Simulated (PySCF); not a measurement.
```xyz
3
charge 0 multiplicity 1, angstrom
S     0.0000    0.0000   -1.8980
Pb    1.5244    0.0000    0.1457
Pb   -1.5244    0.0000    0.1457
```

Computed with PBE0 in PySCF with S def2-SVP, Pb def2-SVP with ECP60; scalar-relativistic core potentials, no spin–orbit coupling; density-fitted integrals.

This geometry of Pb₂S is a stationary point at this level.

(1) What is the point group?

(2) Is it a minimum?

(3) Which band is strongest in the infrared?

(4) Give the ideal-gas entropy at 298.15 K and 1 bar by parts.

Results:

(1) C2v.

(2) Yes: all harmonic wavenumbers are real.

(3) 356 cm⁻¹ (a1), 29 km/mol.

(4) translation 185.0, rotation 120.5, vibration 25.3, spin 0.0; total 330.7 J/(mol K).

Only a few start shapes were tried, so a lower isomer may exist. Spin–orbit coupling, left out here, can matter for elements this heavy.
